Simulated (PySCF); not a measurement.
## Sm²⁺: ionisation energy

Sm²⁺ [Xe] 4f6 [4f5/2^6, M_J = 0] → Sm³⁺ [Xe] 4f5 [4f5/2^5, M_J = 5/2], as a difference of total energies. Computed with PySCF 2.14 in x2c-TZVPall-2c (11s11p10d4f1g, 131 functions), with the two-component X2C-1e Hamiltonian. Correlated levels: [Ar] 3d10 frozen; the 18 highest virtual spinors dropped. "Screened" scales the spin-orbit matrix elements by Boettger's factors to mimic the two-electron term; Breit and QED terms are absent.

| method | ionisation energy (eV) |
| --- | --- |
| GHF (spin-free) | 21.108 |
| GMP2 (spin-free) | 23.037 |
| GHF (screened spin-orbit) | 20.875 |
| GMP2 (screened spin-orbit) | 22.809 |

Task: How much does correlation contribute at GMP2 (screened spin-orbit)?

Result: 22.809 − (20.875) = 1.934 eV, measured against GHF (screened spin-orbit).

The spin-free rows relax to the high-spin LS determinant and lack the spin-orbit shift.

The labels give the starting determinants; with spin-orbit coupling the two ends relaxed to ⟨J²⟩ = 5.51, ⟨L²⟩ = 11.92, ⟨S²⟩ = 11.91 and ⟨J²⟩ = 13.08, ⟨L²⟩ = 29.81, ⟨S²⟩ = 8.68.

The determinant of Sm²⁺ and of Sm³⁺ mixes levels of different J (the jj label is only the starting occupation), so the difference between spin-free and spin-orbit rows is not the physical spin-orbit shift.

For comparison: 23.55 ± 0.08 eV (semi-empirical (NIST evaluation); NIST Atomic Spectra Database, ionization energies).
